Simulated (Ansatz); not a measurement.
This geometry of C₂H₆OSSi (11 atoms, charge 0, multiplicity 1) is a first-order saddle point.

The calculation used RKS PBE0-D4/STO-3G in Ansatz.

```xyz
11
Properties=species:S:1:pos:R:3
C -0.077 0.681 1.586
C 0.532 0.252 0.473
O 1.827 0.760 0.115
Si -0.187 -1.131 -0.588
S -0.709 -0.459 -2.531
H -1.031 0.263 1.919
H 0.347 1.473 2.213
H 1.597 1.586 -0.437
H -1.336 -1.663 0.113
H 0.798 -2.173 -0.758
H -1.696 0.353 -2.084
```

Task: Which two structures does it join? (They come from a converged band through this point; their orientation in space is the band's.)

Result: No bond is made or broken. The dihedral C1–C2–O3–H8 goes from -179 to 0°.

First end point:

```xyz
11
Properties=species:S:1:pos:R:3
C 0.430 0.240 1.906
C 0.401 0.326 0.565
O 1.007 1.396 -0.102
Si -0.431 -0.943 -0.554
S -0.149 -0.013 -2.455
H -0.041 -0.590 2.432
H 0.925 0.993 2.521
H 0.797 1.173 -1.100
H -1.833 -1.135 -0.257
H 0.249 -2.218 -0.555
H -1.289 0.715 -2.380
```

Last end point:

```xyz
11
Properties=species:S:1:pos:R:3
C -0.115 0.716 1.477
C 0.501 0.189 0.407
O 1.795 0.560 0.000
Si -0.282 -1.104 -0.705
S -0.709 -0.356 -2.640
H -1.119 0.408 1.768
H 0.363 1.471 2.108
H 2.072 1.258 0.690
H -1.479 -1.553 -0.029
H 0.626 -2.215 -0.869
H -1.588 0.570 -2.188
```

Task: How far does it lie above each of them?

Result: 0.52 eV above the first and 0.44 eV above the second. This is the barrier of this one path; another mechanism may lie lower. Limits of this set-up: minimal basis.

Time of the run: 2.4 min on 1 thread of Intel(R) Xeon(R) 6975P-C (Granite Rapids), on a shared host, peak memory 0.12 GiB.
